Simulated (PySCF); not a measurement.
Sn(F)3(OMe) (CH₃F₃OSn), SMILES [F][Sn]([F])([O]C)[F].

Coordinates come from a PBE0-D3(BJ)/def2-SVP optimisation. The structure was generated by enumeration; whether it is a known compound was not checked. The def2 effective core potentials stand for the cores of Sn; spin–orbit coupling is left out. Other conformers were not sampled.

Two levels are set side by side: PBE/def2-TZVP (PySCF) and PBE0/def2-TZVP (PySCF). Same geometry, gas phase. Differences are taken from unrounded values.

```json
[
 {"quantity": "orbital gap (eV)", "PBE0": "5.97"},
 {"quantity": "highest occupied level (eV)", "PBE0": "-9.19"},
 {"quantity": "lowest empty level (eV)", "PBE0": "-3.21"},
 {"quantity": "dipole moment (D)", "PBE0": "2.82"},
 {"quantity": "mean polarisability (bohr³)", "PBE0": "48.1"}
]
```

What does PBE give, and how far is it from PBE0? (The exact figures need the calculation; the answer reports its results.)


```json
[
 {"quantity": "orbital gap (eV)", "PBE": "3.33", "PBE minus PBE0": "-2.64"},
 {"quantity": "highest occupied level (eV)", "PBE": "-7.52", "PBE minus PBE0": "1.67"},
 {"quantity": "lowest empty level (eV)", "PBE": "-4.18", "PBE minus PBE0": "-0.97"},
 {"quantity": "dipole moment (D)", "PBE": "2.78", "PBE minus PBE0": "-0.04"},
 {"quantity": "mean polarisability (bohr³)", "PBE": "51.7", "PBE minus PBE0": "3.7"}
]
```

Without exact exchange PBE keeps part of each electron's self-repulsion, which lifts occupied levels and narrows the gap. Loosely held outer electrons make PBE densities more polarisable. Differences between two approximate levels are no errors against the true value.

Rough cost on one machine, each run with all the roots and properties that it gave: PBE0 against PBE within a factor of 2.
